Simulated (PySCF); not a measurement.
## Towards the basis-set limit for ScO

State: ²Σ⁺, doublet, unpaired electrons σ ↑. De refers to Sc (3d1 4s2) + O. ROHF-based CCSD(T) in PySCF 2.14 with Sc aug-cc-pVDZ, O aug-cc-pVDZ and Sc aug-cc-pVTZ, O aug-cc-pVTZ (frozen core orbitals: 10; no relativity). Correlation energies are extrapolated as n⁻³ (n = 2, 3), Hartree–Fock as (n+1)·exp(−9√n). SR is the spin-free X2C energy in Sc cc-pVTZ-DK, O cc-pVTZ-DK less the non-relativistic one in Sc cc-pVTZ, O cc-pVTZ.

| Level | Re (Å) | ωe (cm⁻¹) | ωexe (cm⁻¹) | αe (cm⁻¹) | De (eV) |
| --- | --- | --- | --- | --- | --- |
| CCSD(T)/DZ | 1.7054 | 939.8 | 3.77 | 0.00250 | 6.356 |
| CCSD(T)/TZ | 1.6993 | 958.0 | 3.81 | 0.00239 | 6.640 |
| HF/CBS | 1.6478 | 1051.6 | 2.79 | 0.00194 | 3.391 |
| MP2/CBS | 1.6970 | 967.6 | 3.94 | 0.00254 | 7.554 |
| CCSD/CBS | 1.6795 | 1010.4 | 3.17 | 0.00208 | 6.165 |
| CCSD(T)/CBS | 1.6992 | 965.3 | 3.83 | 0.00234 | 6.735 |
| CCSD(T)/CBS+SR | 1.7001 | 965.9 | 3.82 | 0.00235 | 6.719 |

Task: How much is left between CCSD(T)/TZ and the basis-set limit, and how much do the triples give at the limit?

Result: CCSD(T)/CBS less CCSD(T)/TZ: -0.1 mÅ in Re, +7.3 cm⁻¹ in ωe and +0.095 eV in De. CCSD(T)/CBS less CCSD/CBS: +19.7 mÅ in Re, -45.1 cm⁻¹ in ωe and +0.570 eV in De.

Task: What do the later terms add?

Result: SR: +0.9 mÅ in Re, +0.6 cm⁻¹ in ωe and -0.016 eV in De, each against the row above.

The T1 diagnostic is 0.040, large enough to doubt a single reference. The state was picked by a PBE0 search and need not be the measured ground state. Spin–orbit coupling, excitations beyond (T) and corrections to the Born–Oppenheimer picture are left out.

The whole job (state search and all basis sets along the bond) took about 16 min on 4 threads of Arm Neoverse V1 (shared host), peak memory 16 GiB.
